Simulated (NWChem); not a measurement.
Molecule: Si2NH6OCl; SMILES N[Si@@H](Cl)O[SiH3]

```xyz
11

N     -1.5979     0.8260     0.6703
Si    -0.5362     0.5999    -0.6519
Cl     1.1188     1.7598    -0.2111
O     -0.1170    -0.9868    -0.7933
Si     0.3071    -2.2567     0.2017
H     -2.5327     0.4353     0.6857
H     -1.5024     1.6273     1.2819
H     -1.0299     1.0003    -1.9895
H      1.0720    -3.2403    -0.6139
H     -0.9209    -2.9133     0.7407
H      1.1504    -1.7818     1.3383
```
Atoms are numbered in this order, from 1.

Results from NWChem. The geometry was optimised at PBE0/def2-SVP. Level: PBE0/def2-SVP with SMD (1 M gas to 1 M solution), gas-phase geometry. Reactions with the solvent are ignored.

### Question
Predict the results for solvent water. Quantities: solvation free energy (kcal/mol); cavity-dispersion-structure term (kcal/mol); dipole in solution (D).

### Answer
The solvation free energy (kcal/mol) is -0.8 and the cavity-dispersion-structure term (kcal/mol) comes out as 3.9. The dipole in solution (D) is 3.11.
